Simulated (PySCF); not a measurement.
Al(Cl)(H)(SMe) (CH₄AlClS), SMILES C[S][AlH][Cl].

Geometry: TPSSh-D3(BJ)/def2-SVP. Other conformers were not sampled.

Level of theory: PySCF with C-PCM-B3LYP/def2-SVP.

The values are the electrostatic part of the solvation free energy, E(continuum) − E(gas) at the gas-phase geometry, in a cavity of scaled van der Waals radii (PySCF's table); cavitation and dispersion terms are not included. A continuum can't describe solvent molecules that bind to the metal. In vacuum the orbital gap is 5.88 eV. The dipole moment in vacuum is 2.44 D.

Computed values in water (ε = 78.36), 2-propanol (ε = 19.26), ethylethanoate (ε = 5.99):
```
solvent             ε  ΔG(elec) (kcal/mol)  dipole (D)  gap (eV)
--------------  -----  -------------------  ----------  --------
water           78.36                 -5.1        3.12      6.16
2-propanol      19.26                 -4.9        3.09      6.14
ethylethanoate   5.99                 -4.2        2.99      6.11
```
